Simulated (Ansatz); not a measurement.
Molecule (SMILES): B=[N] (BH-N), doublet.
Atoms: B1, N2, H3. Bonds: B1-N2, B1-H3.

Basis-set convergence of the optimised B1-N2 bond length at PBE with Ansatz (a program for electronic structure). Cartesian d functions, on some or all atoms, in 6-31G*, 6-31+G*; all else is spherical. Open shells are unrestricted. No added dispersion term, no relativity. Reference: the value in aug-pcseg-3, 1.3180 Å, itself unsure by roughly 0.0002 Å (its mean distance from aug-cc-pVQZ, def2-QZVPPD, pcseg-3). Deviations are taken from unrounded values.

| basis | functions | optimised B1-N2 bond length (Å) |
|---|---|---|
| 6-31G* | 32 | 1.3250 |
| 6-31+G* | 40 | 1.3255 |
| cc-pVDZ | 33 | 1.3262 |
| aug-cc-pVDZ | 55 | 1.3264 |
| def2-SVP | 33 | 1.3220 |
| def2-SVPD | 48 | 1.3217 |
| pcseg-1 | 33 | 1.3227 |
| aug-pcseg-1 | 55 | 1.3229 |
| 6-311G** | 42 | 1.3197 |
| 6-311+G** | 50 | 1.3205 |
| def2-TZVP | 68 | 1.3194 |
| def2-TZVPD | 83 | 1.3195 |
| cc-pVTZ | 74 | 1.3204 |
| aug-cc-pVTZ | 115 | 1.3204 |
| pcseg-2 | 74 | 1.3185 |
| aug-pcseg-2 | 115 | 1.3186 |
| def2-TZVPP | 76 | 1.3193 |
| def2-TZVPPD | 91 | 1.3194 |
| cc-pVQZ | 140 | 1.3180 |
| aug-cc-pVQZ | 206 | 1.3183 |
| def2-QZVPP | 144 | 1.3182 |
| def2-QZVPPD | 159 | 1.3182 |
| pcseg-3 | 153 | 1.3180 |
| aug-pcseg-3 | 219 | 1.3180 |

What the diffuse functions change, pair by pair:
- 6-31G* to 6-31+G*: 8 more functions, deviation 0.0070 to 0.0075 Å
- cc-pVDZ to aug-cc-pVDZ: 22 more functions, deviation 0.0082 to 0.0083 Å
- def2-SVP to def2-SVPD: 15 more functions, deviation 0.0040 to 0.0037 Å
- pcseg-1 to aug-pcseg-1: 22 more functions, deviation 0.0047 to 0.0048 Å
- 6-311G** to 6-311+G**: 8 more functions, deviation 0.0017 to 0.0025 Å
- def2-TZVP to def2-TZVPD: 15 more functions, deviation 0.0014 to 0.0014 Å
- cc-pVTZ to aug-cc-pVTZ: 41 more functions, deviation 0.0024 to 0.0024 Å
- pcseg-2 to aug-pcseg-2: 41 more functions, deviation 0.0005 to 0.0005 Å
- def2-TZVPP to def2-TZVPPD: 15 more functions, deviation 0.0013 to 0.0013 Å
- cc-pVQZ to aug-cc-pVQZ: 66 more functions, deviation 0.0000 to 0.0002 Å
- def2-QZVPP to def2-QZVPPD: 15 more functions, deviation 0.0001 to 0.0002 Å
- pcseg-3 to aug-pcseg-3: 66 more functions, deviation 0.0000 to 0.0000 Å

Leaving out the reference's own pair, they bring the value nearer the reference by more than 0.0002 Å in 1 of 11 pairs.
